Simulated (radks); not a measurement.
The numbers below are computed, except where a source is named.
La LVII, configuration 1s1. Level of theory: Dirac Kohn-Sham, B86b exchange with PBE correlation, spin-unpolarised, spherical densities, finite nucleus; Fermi nuclear charge, rms radius 4.855 fm (a radial shooting solver on a logarithmic mesh with Libxc functionals).

Normalised radial functions P(r) = r R(r) (large component), r in bohr:

r	1s1/2
0.00186	1.7532
0.002165	1.9784
0.002521	2.2261
0.002935	2.4964
0.003389	2.7729
0.003946	3.0845
0.004593	3.4132
0.005305	3.7360
0.006176	4.0820
0.00719	4.4238
0.008303	4.7325
0.009666	5.0277
0.01125	5.2737
0.0131	5.4504
0.01513	5.5346
0.01761	5.5167
0.0205	5.3728
0.02368	5.1115
0.02757	4.7042
0.03209	4.1753
0.03706	3.5874
0.04315	2.9144
0.05023	2.2373
0.05848	1.6078
0.06753	1.0955
0.07862	0.6700
0.09153	0.3696

1s1/2: eigenvalue -45802 eV, 0 radial nodes, <r> = 0.0248 bohr, 90 % of the charge inside 0.0446 bohr.
